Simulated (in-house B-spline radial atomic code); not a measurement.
Results of a calculation; reference values are marked as such.
Stopping and range of 200 keV Se in InAs

The pair potential comes from two frozen, spherical free-atom densities (PBE, B-spline radial code, scalar-relativistic past argon): electrostatics plus the change in Thomas-Fermi kinetic and Dirac exchange energy where they overlap, the recipe behind the universal ZBL potential, which averages such potentials (from solid-state densities) over many pairs. It is written V = (Z1 Z2 e²/r) φ(r/a), with e² = 14.3996 eV·Å and a = 0.46850 Å/(Z1^0.23 + Z2^0.23); ZBL's fit is φ = 0.18175 e^(−3.1998x) + 0.50986 e^(−0.94229x) + 0.28022 e^(−0.4029x) + 0.02817 e^(−0.20162x). Where φ falls below 4e-4 it is continued as an exponential.

The target is taken as amorphous, with density 5.68 g/cm³ (NSM archive of the Ioffe Institute); channelling is ignored. Masses: Se 78.97, In 114.82, As 74.92 u. Nuclear stopping is S_n = 4π a Z1 Z2 e² M1/(M1 + M2) × s_n(ε), with s_n integrated over impact parameters for each pair. Electronic stopping is Lindhard and Scharff's S_e = Z1^(1/6) 8π e² a0 Z1 Z2/(Z1^(2/3) + Z2^(2/3))^(3/2) × v/v0, with a0 = 0.529177 Å and v = v0 at 24.801 keV/u; it misses the oscillations with Z1 seen in experiment, which reach tens of per cent. Compounds add by atom fraction.

```json
{"target atom": "In", "a (Å)": "0.09972", "ε at this energy": "0.4926", "s_n, this pair": "0.3477", "s_n, ZBL potential": "0.3444"}
{"target atom": "As", "a (Å)": "0.10445", "ε at this energy": "0.6295", "s_n, this pair": "0.3477", "s_n, ZBL potential": "0.3361"}
```

**Question.** What are the atom density and the stopping powers at entry?

**Answer.** N = 5.68 × 0.602214/94.87 = 0.03606 atoms/Å³. For In: S_n = 12250 × 0.3477 = 4260 eV·Å², S_e = 3.5151 × √200000 = 1572 eV·Å². For As: S_n = 10880 × 0.3477 = 3784 eV·Å², S_e = 2.9167 × √200000 = 1304 eV·Å². Averaged over the target's atoms (half each) and times N × 10 Å/nm, the ion loses N S_n = 1450 eV/nm to recoils and N S_e = 519 eV/nm to electrons; the nuclear share is 74 %.

Along the track:

```
E (keV)  N S_n (eV/nm)  N S_e (eV/nm)
     10            983            116
     30           1300            201
     60           1440            284
    100           1490            367
    150           1480            449
    200           1450            519
```

**Question.** Estimate the path length and the projected range.

**Answer.** With continuous slowing down the path is the integral of dE/(N (S_n + S_e)). Trapezoids over the table give 109 nm, and the stretch below the first row, with stopping taken as √E, adds 2E/(N S) = 18 nm: 127 nm in all, against 124 nm on a fine grid from 5 eV. Deflections shorten the depth: to first order in the energy passed on, N (S_n + S_e) dR_p/dE = 1 − N S_n (M2/M1) R_p/(2E), summed over the target's atoms, and integrating this on the fine grid gives R_p = 74.8 nm, 0.61 of the path. Lindhard's rule of thumb R/(1 + M2/3M1), with mean M2/M1 = 1.20, gives 88.2 nm. On the ZBL potential the same equation gives 76 nm, and the full integral equation, which keeps hard collisions, 81.7 nm.
